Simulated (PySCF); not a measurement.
Job file and geometry (Å, from GFN2-xTB) of an NMR shielding run on `C1=C([S-])SC(CCC)=C1`, [C7H9S2]-, PySCF 2.14.0, density-fitted response routines, GIAO PBE0/pcSseg-1 NMR shielding, non-relativistic, gas phase; density fitting, a coarse starting grid and PySCF grid level 2 are the driver's defaults:

```
{"job": {"kind": "nmr", "xc": "PBE0", "basis": "pcSseg-1"}, "charge": -1, "multiplicity": 1}
C     -2.063426     0.791989     0.396466
C     -1.775382    -0.039285    -0.846256
C     -0.739311    -1.138101    -0.564738
C      0.598890    -0.573103    -0.228132
C      1.185473    -0.419836     0.989505
C      2.444862     0.203331     0.953911
C      2.871793     0.563056    -0.302216
S      4.298398     1.320953    -0.752246
S      1.623397     0.085181    -1.487132
H     -1.135645     1.207935     0.781784
H     -2.511324     0.174097     1.173933
H     -2.744090     1.610747     0.168269
H     -1.382493     0.607238    -1.633364
H     -2.703002    -0.493228    -1.210624
H     -0.658440    -1.774267    -1.452189
H     -1.087015    -1.756658     0.269500
H      0.720887    -0.758226     1.905483
H      3.047670     0.394494     1.826388
```

**Question.** What does the program print?

**Answer.** 
```
coarse grid: 16432 points
cycle   1  E = -1067.7617354162  dE =  1.315e+00  |g| = 5.347e-01  |ddm| = 4.278e+00
cycle   2  E = -1067.7462274754  dE =  1.551e-02  |g| = 6.176e-01  |ddm| = 2.030e+00
cycle   3  E = -1067.8527172319  dE = -1.065e-01  |g| = 1.448e-01  |ddm| = 1.182e+00
cycle   4  E = -1067.8578225029  dE = -5.105e-03  |g| = 6.283e-02  |ddm| = 2.576e-01
cycle   5  E = -1067.8587544739  dE = -9.320e-04  |g| = 2.048e-02  |ddm| = 9.126e-02
cycle   6  E = -1067.8588648402  dE = -1.104e-04  |g| = 5.442e-03  |ddm| = 3.702e-02
cycle   7  E = -1067.8588710251  dE = -6.185e-06  |g| = 2.481e-03  |ddm| = 8.635e-03
final grid: 150296 points
cycle   8  E = -1067.9186062226  dE = -2.937e-05  |g| = 1.266e-02  |ddm| = 4.282e-02
cycle   9  E = -1067.9185539731  dE =  5.225e-05  |g| = 1.879e-02  |ddm| = 3.453e-02
cycle  10  E = -1067.9186456941  dE = -9.172e-05  |g| = 1.900e-03  |ddm| = 2.551e-02
cycle  11  E = -1067.9186467385  dE = -1.044e-06  |g| = 3.317e-04  |ddm| = 3.520e-03
cycle  12  E = -1067.9186467638  dE = -2.523e-08  |g| = 8.378e-05  |ddm| = 4.427e-04
cycle  13  E = -1067.9186467647  dE = -8.940e-10  |g| = 6.043e-05  |ddm| = 1.706e-04
cycle  14  E = -1067.9186467657  dE = -1.019e-09  |g| = 1.128e-05  |ddm| = 8.770e-05
cycle  15  E = -1067.9186467657  dE = -2.638e-11  |g| = 5.891e-06  |ddm| = 2.005e-05
converged SCF energy = -1067.9186467657

GIAO shielding tensors (ppm)
atom      isotropic    diamagn.    paramagn.     s11        s22        s33       span
  0 C      172.688     246.955     -74.267    158.304    174.439    185.320     27.016
  1 C      157.135     246.992     -89.857    146.958    153.911    170.536     23.578
  2 C      149.010     243.811     -94.801    135.509    151.069    160.453     24.944
  3 C       60.850     262.570    -201.720     -1.403     65.230    118.722    120.125
  4 C       58.091     250.187    -192.096    -28.752     69.649    133.374    162.125
  5 C       66.680     249.127    -182.447     -7.537     91.242    116.334    123.871
  6 C       -5.490     259.944    -265.434    -83.624     -7.940     75.094    158.719
  7 S      461.570    1055.670    -594.100    264.356    496.982    623.373    359.016
  8 S      264.140    1057.420    -793.280     24.009    363.329    405.082    381.073
  9 H       30.041      30.634      -0.594     24.562     31.107     34.453      9.891
 10 H       31.653      30.522       1.131     27.946     28.928     38.085     10.139
 11 H       31.224      28.915       2.310     26.669     28.364     38.639     11.969
 12 H       30.407      30.992      -0.585     25.622     30.437     35.162      9.540
 13 H       30.687      30.219       0.468     25.913     28.853     37.296     11.383
 14 H       29.006      30.129      -1.123     23.871     28.701     34.446     10.574
 15 H       29.898      31.593      -1.694     25.559     29.194     34.942      9.383
 16 H       25.785      33.266      -7.481     23.777     24.666     28.911      5.134
 17 H       25.928      32.034      -6.106     23.446     26.642     27.696      4.250
```

**Question.** Turn these shieldings into chemical shifts. Scale: TMS for 13C (σref 186.93) and 1H (σref 31.72); CS2 for 33S (σref 503.73) (reference shieldings calculated alike).

**Answer.** Averaging equivalent atoms: C 6: 192.4; C 4: 128.8; C 3: 126.1; C 5: 120.2; C 2: 37.9; C 1: 29.8; C 0: 14.2; S 8: 240; S 7: 42; H 16: 5.93; H 17: 5.79; H 14/15: 2.26; H 12/13: 1.17; H 9/10/11: 0.74 ppm. 

Size and cost of the density-fitted run: 212 basis functions, 42 s wall time on 1 thread of an Arm Neoverse V2, shared host.
